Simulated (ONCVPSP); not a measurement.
Transferability test, ONCV potential for scandium

scandium, optimised norm-conserving Vanderbilt (ONCV), made with ONCVPSP 4.0.1 (PBE, scalar-relativistic). Core [Ne], reference 3s2 3p6 3d1 4s1 4p1. Waves: 3s+4s: rc 1.70 bohr, ncon 4, nbas 8, qcut 6.4 1/bohr, 2 projectors; 3p+4p: rc 2.35 bohr, ncon 3, nbas 7, qcut 6.9 1/bohr, 2 projectors; 3d: rc 2.50 bohr, ncon 4, nbas 9, qcut 5.7 1/bohr, 2 projectors, debl 2 Ha; f scattering state at 0.06 Ha: rc 2.05 bohr, ncon 5, nbas 9, qcut 5.3 1/bohr, 2 projectors, debl 1.7 Ha. Local part: polynomial inside 1.35 bohr (lpopt 5, dvloc0 0 Ha). Core correction: Teter function, fcfact 5.5, rcfact 1.35.

Energies are relative to the spin-unpolarised reference configuration 3s2 3p6 3d1 4s1 4p1; without spin polarisation the order of configurations can differ from experiment.

Question: Give the all-electron excitation energy and the error of the potential for: 3s2 3p6 3d1 4s2 4p0; 3s2 3p6 3d1 4s1 4p0; 3s2 3p6 3d1 4s0 4p0; 3s2 3p6 3d1 4s1.5 4p0.

Answer:

| valence configuration | charge | ΔE all-electron (eV) | error AE − PS (meV) |
| --- | --- | --- | --- |
| 3s2 3p6 3d1 4s2 4p0 | 0 | -2.779 | -0.5 |
| 3s2 3p6 3d1 4s1 4p0 | +1 | 4.118 | -0.2 |
| 3s2 3p6 3d1 4s0 4p0 | +2 | 16.885 | -6.6 |
| 3s2 3p6 3d1 4s1.5 4p0 | +0.5 | -0.025 | -0.3 |

Levels in the configuration 3s2 3p6 3d1 4s1 4p0:

| level | all-electron (eV) | pseudo (eV) |
| --- | --- | --- |
| 3s | -62.037 | -62.058 |
| 3p | -40.620 | -40.635 |
| 3d | -9.968 | -9.977 |
| 4s | -9.728 | -9.728 |
